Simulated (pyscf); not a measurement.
H₂Si=Si(SiH₃)–SiH(SiH₃)–SiH₃, singlet

Gas-phase minimum from PySCF at ωB97X-D3(BJ)/def2-SVP, one conformer. H₂Si=Si(SiH₃)–SiH(SiH₃)–SiH₃ lies 29.0 kcal/mol over its isomer cyclic H₁₂Si₆ (SMILES [SiH3][SiH2][SiH]1[SiH2][SiH2][SiH2]1), and others may lie lower still (electronic energy, ωB97M-D3(BJ)). 

SMILES: [SiH2]=[Si]([SiH3])[SiH]([SiH3])[SiH3]
```xyz
18

Si     0.6251     2.4622     1.0020
Si    -0.1068     1.1341    -0.4787
Si    -1.0649     2.0411    -2.3756
Si     0.0348    -1.1505    -0.2233
Si    -2.1469    -1.9602    -0.3564
Si     1.2331    -1.9429    -2.0589
H      1.2613     2.0087     2.2652
H      0.5481     3.9396     0.8679
H     -0.3241     1.6145    -3.5990
H     -2.4843     1.6009    -2.5141
H     -1.0168     3.5274    -2.2611
H      0.6905    -1.4874     1.0749
H     -2.7246    -1.4714    -1.6445
H     -2.9737    -1.4422     0.7719
H     -2.1840    -3.4530    -0.3518
H      0.5369    -1.4564    -3.2880
H      1.2724    -3.4352    -2.0908
H      2.6271    -1.4122    -2.0507
```
Charge 0, spin multiplicity 1.

Bonds (Å): Si1–Si2 2.119, Si1–H7 1.485, Si1–H8 1.485, Si2–Si3 2.311, Si2–Si4 2.303, Si3–H9 1.493, Si3–H10 1.493, Si3–H11 1.491, Si4–Si5 2.331, Si4–Si6 2.331, Si4–H12 1.493, Si5–H13 1.494, Si5–H14 1.492, Si5–H15 1.493 (the first ones only). Bond angles (°): Si2–Si1–H7 123.4, Si2–Si1–H8 122.8, H7–Si1–H8 113.7, Si1–Si2–Si3 118.1, Si1–Si2–Si4 121.5, Si3–Si2–Si4 120.4, Si2–Si3–H9 110.8, Si2–Si3–H10 110.8, Si2–Si3–H11 108.3, H9–Si3–H10 108.2, H9–Si3–H11 109.4, H10–Si3–H11 109.4, Si2–Si4–Si5 106.3, Si2–Si4–Si6 106.3 (the first ones only).

Properties at ωB97X-D3(BJ)/def2-SVP:

```json
{
  "harmonic_wavenumbers_unscaled": "7, 32, 53, 75, 89, 90, 101, 112, 116, 134, 331, 378, 415, 424, 440, 470, 475, 498, 536, 538, 566, 569, 598, 650, 703, 707, 881, 889, 907, 933, 943, 949, 951, 953, 954, 961, 2231, 2237, 2240, 2244, 2244, 2248, 2249, 2255, 2256, 2257, 2278, 2294 cm⁻¹",
  "zero_point_energy": "65.0 kcal/mol",
  "rotational_symmetry_number": "1",
  "Entropy of this conformer at 298 K and 1 atm, rigid rotor and harmonic oscillator, modes under 100 cm⁻¹ raised to 100": "494.0 J/(mol K)",
  "dipole_moment": "0.49 D"
}
```

Single-point totals, which compare only within one level:

```tsv
level	total energy (hartree)
ωB97X-D3(BJ)/def2-TZVP	-1744.35655
PBE/def2-TZVP	-1743.25413
r²SCAN/def2-TZVP	-1744.00817
B3LYP-D3(BJ)/def2-TZVP	-1744.34598
PBE0-D3(BJ)/def2-TZVP	-1743.45584
M06-2X/def2-TZVP	-1744.01377
ωB97M-D3(BJ)/def2-TZVP	-1744.40998
```

The lowest mode is so soft that the shape along it may change with the basis. Soft torsions are taken as harmonic, which can shift the entropy by several J/(mol K).
